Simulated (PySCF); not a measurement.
**Structure elucidation problem**

An unknown has the formula C2H8F3NSi2. Its calculated NMR data are:

1H NMR (600 MHz, computed): δ 4.77 (s, 6H), 3.51 (m, 2H).

13C{1H} NMR (computed): δ 135.9 (C), 59.7 (CH2).

- NMR shieldings at PBE0/pcSseg-1/GIAO
- structure optimised with GFN2-xTB
- code: PySCF
- isolated molecule, rapidly exchanging positions averaged, non-relativistic Hamiltonian, single conformer

δ = σ(ref) − σ, references computed at the same level: 1H (σ = 31.72 ppm) and 13C (σ = 186.93 ppm) vs TMS.

Q: Deduce the structure.

A: 
Rings plus π bonds: 0. 2 carbon signals for 2 carbons: no two carbons are equivalent. Carbon types of the structure: 1 × C, 1 × CH2, leaving 6 H on heteroatoms. δC 135.9: CF3 carbon; 3 electronegative neighbours deshield it. δC 59.7: sp3 CH2 bonded to N; pulled downfield by the heteroatom. δH 4.77: hydrogen on a silicon bonded to N. δH 3.51: hydrogen on an sp3 CH2 bonded to N; its carbon carries N, hence the downfield position.

These data were computed for `FC(F)(F)CN([SiH3])[SiH3]`.

The data come from this structure; uniqueness wasn't tested.

Splittings by 19F in the carbon and heteronuclear signals aren't shown, as no couplings were computed. Shifts are as computed. Against solution values, carbons near 30 ppm lie about +3 ppm off and those near 130 ppm about +5 ppm. Of 1309 compounds with measured shifts, 239 miss one by over three times the rms of a fit or turn the order of signals round; such compounds aren't used in these exercises. No couplings were computed; multiplicities are counted from neighbouring protons, with m where these are inequivalent, close in shift, in a saturated or five-membered ring or joined by F or P, and br s for small geminal =CH2 splittings.
